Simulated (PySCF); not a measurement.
CH₄AlO, multiplicity 2. Atoms are numbered in the order given.

```xyz
7

Al     0.5808    -0.1256     0.0000
C     -0.3082     1.6269     0.0000
H     -0.9521     1.6976     0.8830
H     -0.9521     1.6976    -0.8830
H      0.3762     2.4759     0.0000
O     -0.4954    -1.4538     0.0000
H     -0.2092    -2.3687     0.0000
```
Charge 0, spin multiplicity 2.

Geometry optimised at r2SCAN-D4/def2-TZVP. The spin state was assumed, not searched. The isomer is the one that the SMILES or the coordinates give; other isomers of the formula were not compared. Other conformers were not sampled.

The numbers are results of PySCF with TDA-B3LYP/def2-SVPD, not measurements.

Vertical excitations. Gas-phase values at a fixed geometry.

**Question.** List the lowest excited states. (Estimate from the structure and the level; the computed values follow.)

**Answer.** 
```json
[
 {"state": "root 1", "energy (eV)": "2.88", "λ (nm)": "431", "f": "0.062", "main pairs": "α HOMO→LUMO 98 %"},
 {"state": "root 2", "energy (eV)": "4.28", "λ (nm)": "290", "f": "0.071", "main pairs": "α HOMO→LUMO+1 95 %"},
 {"state": "root 3", "energy (eV)": "4.58", "λ (nm)": "271", "f": "0.016", "main pairs": "α HOMO→LUMO+2 65 %, β HOMO→LUMO 32 %"},
 {"state": "root 4", "energy (eV)": "5.05", "λ (nm)": "246", "f": "0.137", "main pairs": "α HOMO→LUMO+2 31 %, β HOMO→LUMO 59 %"},
 {"state": "root 5", "energy (eV)": "5.07", "λ (nm)": "245", "f": "0.009", "main pairs": "β HOMO−1→LUMO 98 %"},
 {"state": "root 6", "energy (eV)": "5.31", "λ (nm)": "233", "f": "0.182", "main pairs": "α HOMO→LUMO+3 93 %"},
 {"state": "root 7", "energy (eV)": "5.85", "λ (nm)": "212", "f": "0.066", "main pairs": "α HOMO−2→LUMO 10 %, β HOMO−2→LUMO 82 %"},
 {"state": "root 8", "energy (eV)": "6.05", "λ (nm)": "205", "f": "0.042", "main pairs": "α HOMO→LUMO+4 97 %"},
 {"state": "root 9", "energy (eV)": "6.29", "λ (nm)": "197", "f": "0.000", "main pairs": "α HOMO−1→LUMO 53 %, β HOMO→LUMO+1 43 %"},
 {"state": "root 10", "energy (eV)": "6.44", "λ (nm)": "192", "f": "0.018", "main pairs": "α HOMO→LUMO+5 62 %, α HOMO−2→LUMO 22 %, β HOMO−1→LUMO+1 12 %"}
]
```
Unrestricted roots are not spin-pure.
